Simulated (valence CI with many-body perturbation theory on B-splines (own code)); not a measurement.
## Cu XV: E2, M1, M2 decay

Level of theory: configuration interaction combined with many-body perturbation theory (CI+MBPT): five valence electrons over a frozen Dirac-Fock core [Ne], radial functions for each j: 9 s, 9 p, 8 d, 6 f, 3 g, 1 h, with the one-electron correlation potential Σ1 (screened to all orders), the two-electron term Σ2, the three-electron term Σ3, Breit, model QED; selected single and double excitations, second order for the rest (own B-spline code, finite nucleus).

No measured spectrum was set against this ion. As an estimate, levels of excited configurations hold to 0.05 to 0.15 % of their energy, terms of the ground configuration to about 0.5 %. Among the levels kept, up to 470 cm⁻¹ of a level comes from second order outside the variational space, and about a tenth of that is noise between levels of different J, which matters for small intervals.

Lines 1 to 18 of 18 in falling wavelength, among levels below 806030 cm⁻¹, chosen from the decays that carry over 1 % of a level's rate. Wavelengths and rates use the calculated energies, so an error of 300 cm⁻¹ moves a line at 2623 Å by 0.79 % and its rate by three times that or more. Electric multipoles are in the length gauge, E1 and E2 with the static RPA response of the core. Weak lines are less certain than strong ones. Lines between different terms over intervals too small for the method are left out, as are lines whose strength nearly cancels. Branching is blank where the lifetime is uncertain.

Names give the largest LS component (configuration and term), which can be under half, so a name can repeat, a term be missing and a line seem to break the LS rules; names also repeat where a configuration has a term twice. Letters in brackets count levels of one name in rising energy.

| λ vac (Å) | Upper | Lower | Type | A (s⁻¹) | Branch % |
| --- | --- | --- | --- | --- | --- |
| 10140 | 3s2 3p3 2D°_5/2 | 3s2 3p3 2D°_3/2 | M1 | 8.45e+00 | 30.1 |
| 8325 | 3s2 3p2 3d 4F_9/2 | 3s2 3p2 3d 4F_7/2 | M1 | 4.22e+01 |  |
| 2623 | 3s2 3p2 3d 2G_9/2 | 3s2 3p2 3d 4D_7/2 | M1 | 3.32e+01 |  |
| 2310 | 3s2 3p3 2P°_1/2 | 3s2 3p3 2D°_3/2 | M1 | 2.23e+02 | 21.7 |
| 2075 | 3s2 3p3 2D°_3/2 | 3s2 3p3 4S°_3/2 | M1 | 3.15e+02 | 100.0 |
| 2065 | 3s2 3p3 2P°_3/2 | 3s2 3p3 2D°_5/2 | M1 | 3.29e+02 | 13.3 |
| 1722 | 3s2 3p3 2D°_5/2 | 3s2 3p3 4S°_3/2 | M1 | 1.92e+01 | 68.5 |
| 1722 | 3s2 3p3 2D°_5/2 | 3s2 3p3 4S°_3/2 | E2 | 3.92e-01 | 1.4 |
| 1716 | 3s2 3p3 2P°_3/2 | 3s2 3p3 2D°_3/2 | M1 | 1.02e+03 | 41.4 |
| 1531 | 3s2 3p2 3d 2G_9/2 | 3s2 3p2 3d 2F_7/2 [a] | M1 | 2.06e+01 |  |
| 1529 | 3s2 3p2 3d 2G_9/2 | 3s2 3p2 3d 4F_9/2 | M1 | 4.55e+02 |  |
| 1292 | 3s2 3p2 3d 2G_9/2 | 3s2 3p2 3d 4F_7/2 | M1 | 2.91e+02 |  |
| 1093 | 3s2 3p3 2P°_1/2 | 3s2 3p3 4S°_3/2 | M1 | 8.03e+02 | 78.0 |
| 939.1 | 3s2 3p3 2P°_3/2 | 3s2 3p3 4S°_3/2 | M1 | 1.09e+03 | 44.1 |
| 538.8 | 3s2 3p2 3d 2G_9/2 | 3s 3p4 2D_5/2 | E2 | 1.81e+01 |  |
| 485.0 | 3s2 3p2 3d 4F_9/2 | 3s 3p4 4P_5/2 | E2 | 7.66e+01 |  |
| 368.2 | 3s2 3p2 3d 2G_9/2 | 3s 3p4 4P_5/2 | E2 | 2.86e+01 |  |
| 205.7 | 3s2 3p2 3d 4F_9/2 | 3s2 3p3 2D°_5/2 | M2 | 7.64e+01 |  |
